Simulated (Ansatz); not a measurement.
def2 core potentials replace the inner electrons of Bi.

B3LYP has the VWN-RPA correlation part, as in Gaussian. 

Z-matrix (Å, degrees):
```
C
H 1 1.1058
C 1 1.5178 2 109.56
H 3 1.1014 1 111.40 2 58.28
H 3 1.1036 4 107.65 1 -122.68
H 3 1.1047 4 107.65 5 -114.84
C 1 1.5179 2 109.56 3 -126.57
H 7 1.1015 1 111.43 2 -57.90
H 7 1.1036 8 107.68 1 122.73
H 7 1.1047 8 107.60 9 114.80
Bi 1 2.2964 2 102.14 3 116.70
O 11 2.1001 1 92.05 2 49.81
H 12 0.9655 11 110.74 1 -32.15
O 11 2.1004 12 101.30 13 60.39
H 14 0.9655 11 110.78 12 -59.26
```
Charge 0, multiplicity 1.

Q: Give the LUMO, dipole moment, vertical ionisation energy (Delta-SCF), total energy and HOMO at the level B3LYP-D3(BJ)/def2-TZVP // PBE0-D3(BJ)/def2-SVP in Ansatz (a quantum-chemistry and plane-wave program).

A: 
- LUMO = -1.12 eV
- dipole moment = 2.98 D
- vertical ionisation energy (Delta-SCF) = 8.76 eV
- total energy = -13199.19 eV
- HOMO = -6.76 eV
